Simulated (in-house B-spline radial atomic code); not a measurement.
A fraction x of an electron is removed from 4d in Nb III (Nb2+), starting from [Kr] 4d3 and keeping the highest spin. Method: scalar-relativistic (X2C) LDA PW92, spin-polarised, spherical fractional occupations, Fermi nucleus of rms radius 4.324 fm. Calculated with a B-spline radial code for spherical atoms.

```csv
x,E(x) - E(0) (eV),4d up level (eV)
0,0.0000,-20.088
0.07,1.4324,-20.838
0.21,4.4557,-22.358
0.29,6.2796,-23.239
0.47,10.6434,-25.255
0.5,11.4062,-25.596
0.6,14.0228,-26.739
0.73,17.5965,-28.244
0.77,18.7356,-28.712
0.88,21.9650,-30.008
1,25.6517,-31.439
```

The exact functional would give a straight line between the two integer points. Deviations E(x) - E(0) - x[E(1) - E(0)], in eV: -0.363 at x = 0.07, -0.931 at x = 0.21, -1.159 at x = 0.29, -1.413 at x = 0.47, -1.42 at x = 0.5, -1.368 at x = 0.6, -1.129 at x = 0.73, -1.016 at x = 0.77, -0.608 at x = 0.88.

The curve lies below the straight line by up to 1.42 eV (at x = 0.5): convex, the delocalisation error that favours fractional charges.

(1) How well does Slater's transition state (minus the level at half occupation) give the ionisation energy?

Answers

(1) It gives 25.596 eV against 25.652 eV from the two total energies; NIST lists 25.04 eV, ground level to ground level.
